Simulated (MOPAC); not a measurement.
A run for MOPAC: PM6 on CH7GeN (SMILES [CH3][GeH2][NH2]), a point of a torsion scan.

```
PM6 1SCF PRECISE CHARGE=0 THREADS=1
CH7GeN

C      1.31406072 1     0.56087108 1     0.04067733 1
Ge    -0.15552242 1    -0.76801226 1    -0.12266236 1
N      0.38588555 1    -2.49888833 1    -0.23086610 1
H      2.28168443 1     0.06488625 1     0.04425194 1
H      1.30097915 1     1.26203272 1    -0.78833273 1
H      1.22647373 1     1.12913612 1     0.96181503 1
H     -0.96546267 1    -0.54992746 1    -1.36748581 1
H     -1.06868823 1    -0.73446337 1     1.06824396 1
H      0.86464208 1    -2.86415453 1     0.58112540 1
H      0.93187600 1    -2.74143235 1    -1.04626391 1
```

The log:

```
*******************************************************************************
 **                                                                           **
 **                              MOPAC v23.2.5                                **
 **                                                                           **
 *******************************************************************************
 ** MOPAC's Digital Object Identifier: https://doi.org/10.5281/zenodo.6511958 **
 **                                                                           **
 ** Please cite the open-source release paper for use of this MOPAC version:  **
 ** J. E. Moussa and J. J. P. Stewart (2026)                                  **
 ** MOPAC: An open-source semiempirical molecular orbital program             **
 ** J. Open Source Softw., 11(119), 8025, https://doi.org/10.21105/joss.08025 **
 *******************************************************************************

                              PM6 CALCULATION RESULTS

 *******************************************************************************
 *  PM6        - The PM6 Hamiltonian to be used
 *
 *
 *
 *                 CHARGE ON SYSTEM = 0
 *
 *
 *
 *  PRECISE    - TIGHTER CRITERIA TO BE USED
 *  1SCF       - DO 1 SCF AND THEN STOP
 *  THREADS=1  - MULTI-THREADING NOT USED
 *  T=         - A TIME OF 172800.0 SECONDS REQUESTED
 *  DUMP=N     - RESTART FILE WRITTEN EVERY 7200.0 SECONDS REQUESTED
 *******************************************************************************
PM6 1SCF PRECISE CHARGE=0 THREADS=1
 CH7GeN

   ATOM   CHEMICAL          X               Y               Z
  NUMBER   SYMBOL      (ANGSTROMS)     (ANGSTROMS)     (ANGSTROMS)

     1       C          1.31406072  *   0.56087108  *   0.04067733  *
     2      Ge         -0.15552242  *  -0.76801226  *  -0.12266236  *
     3       N          0.38588555  *  -2.49888833  *  -0.23086610  *
     4       H          2.28168443  *   0.06488625  *   0.04425194  *
     5       H          1.30097915  *   1.26203272  *  -0.78833273  *
     6       H          1.22647373  *   1.12913612  *   0.96181503  *
     7       H         -0.96546267  *  -0.54992746  *  -1.36748581  *
     8       H         -1.06868823  *  -0.73446337  *   1.06824396  *
     9       H          0.86464208  *  -2.86415453  *   0.58112540  *
    10       H          0.93187600  *  -2.74143235  *  -1.04626391  *



          CARTESIAN COORDINATES

    NO.       ATOM           X           Y           Z

     1         C          1.3141      0.5609      0.0407
     2        Ge         -0.1555     -0.7680     -0.1227
     3         N          0.3859     -2.4989     -0.2309
     4         H          2.2817      0.0649      0.0443
     5         H          1.3010      1.2620     -0.7883
     6         H          1.2265      1.1291      0.9618
     7         H         -0.9655     -0.5499     -1.3675
     8         H         -1.0687     -0.7345      1.0682
     9         H          0.8646     -2.8642      0.5811
    10         H          0.9319     -2.7414     -1.0463

 General Reference for PM6:
 "Optimization of Parameters for Semiempirical Methods V: Modification of NDDO Approximations
 and Application to 70 Elements", J. J. P. Stewart, J. Mol. Mod., 13, 1173-1213 (2007)
 URL: https://link.springer.com/article/10.1007/s00894-007-0233-4

           Empirical Formula: C H7 N Ge  =    10 atoms



      MOLECULAR POINT GROUP   :   Cs


      RHF CALCULATION, NO. OF DOUBLY OCCUPIED LEVELS = 10


 -------------------------------------------------------------------------------
 PM6 1SCF PRECISE CHARGE=0 THREADS=1
 CH7GeN



     1SCF WAS SPECIFIED, SO BFGS WAS NOT USED
     SCF FIELD WAS ACHIEVED


                              PM6 CALCULATION
                                                       MOPAC v23.2.5 Linux




          FINAL HEAT OF FORMATION =          7.20753 KCAL/MOL =      30.15630 KJ/MOL


          COSMO AREA              =        109.60 SQUARE ANGSTROMS
          COSMO VOLUME            =         97.02 CUBIC ANGSTROMS

          IONIZATION POTENTIAL    =          9.126021 EV
          HOMO LUMO ENERGIES (EV) =         -9.126  1.258
          NO. OF FILLED LEVELS    =         10
          MOLECULAR WEIGHT        =        105.6630         POINT GROUP:  Cs

          MOLECULAR DIMENSIONS (Angstroms)

            Atom       Atom       Distance
            H    10    H     6     4.37041
            H     8    H     4     3.56341
            H     9    H     7     3.29208


          SCF CALCULATIONS        =          1





   ATOM   CHEMICAL          X               Y               Z
  NUMBER   SYMBOL      (ANGSTROMS)     (ANGSTROMS)     (ANGSTROMS)

     1       C          1.31406072  *   0.56087108  *   0.04067733  *
     2      Ge         -0.15552242  *  -0.76801226  *  -0.12266236  *
     3       N          0.38588555  *  -2.49888833  *  -0.23086610  *
     4       H          2.28168443  *   0.06488625  *   0.04425194  *
     5       H          1.30097915  *   1.26203272  *  -0.78833273  *
     6       H          1.22647373  *   1.12913612  *   0.96181503  *
     7       H         -0.96546267  *  -0.54992746  *  -1.36748581  *
     8       H         -1.06868823  *  -0.73446337  *   1.06824396  *
     9       H          0.86464208  *  -2.86415453  *   0.58112540  *
    10       H          0.93187600  *  -2.74143235  *  -1.04626391  *

                             CARTESIAN COORDINATES

   1    C        1.314060720     0.560871080     0.040677330
   2   Ge       -0.155522420    -0.768012260    -0.122662360
   3    N        0.385885550    -2.498888330    -0.230866100
   4    H        2.281684430     0.064886250     0.044251940
   5    H        1.300979150     1.262032720    -0.788332730
   6    H        1.226473730     1.129136120     0.961815030
   7    H       -0.965462670    -0.549927460    -1.367485810
   8    H       -1.068688230    -0.734463370     1.068243960
   9    H        0.864642080    -2.864154530     0.581125400
  10    H        0.931876000    -2.741432350    -1.046263910


           Empirical Formula: C H7 N Ge  =    10 atoms



      MOLECULAR POINT GROUP   :   Cs


                  EIGENVALUES
 -29.60724 -24.30312 -18.47118 -16.27632 -13.92636 -13.81335 -12.73456 -11.46322
 -11.06779  -9.12602   1.25791   1.76753   2.96046   3.50499   5.99929   6.02924
   6.06674   7.14183   7.18841


              NET ATOMIC CHARGES AND DIPOLE CONTRIBUTIONS

  ATOM NO.   TYPE          CHARGE      No. of ELECS.   s-Pop       p-Pop
    1          C          -0.676155        4.6762     1.09752     3.57863
    2         Ge           0.327054        3.6729     1.15642     2.51653
    3          N          -0.681046        5.6810     1.58015     4.10089
    4          H           0.166896        0.8331     0.83310
    5          H           0.167067        0.8329     0.83293
    6          H           0.167071        0.8329     0.83293
    7          H           0.043971        0.9560     0.95603
    8          H           0.043992        0.9560     0.95601
    9          H           0.220580        0.7794     0.77942
   10          H           0.220570        0.7794     0.77943
 DIPOLE           X         Y         Z       TOTAL
 POINT-CHG.    -0.443     0.907     0.049     1.011
 HYBRID         1.418     0.046     0.063     1.420
 SUM            0.975     0.953     0.112     1.368


          ATOMIC ORBITAL ELECTRON POPULATIONS

     Atom    s        px        py        pz
    1  C   1.09752   1.19467   1.18725   1.19671
    2 Ge   1.15642   0.85525   0.67357   0.98771
    3  N   1.58015   1.58514   1.32724   1.18850
    4  H   0.83310
    5  H   0.83293
    6  H   0.83293
    7  H   0.95603
    8  H   0.95601
    9  H   0.77942
   10  H   0.77943

 **********************
 *                    *
 * JOB ENDED NORMALLY *
 *                    *
 **********************




 == MOPAC DONE ==
```

The run finished.

Cost: around 0.020 core-seconds (rough).
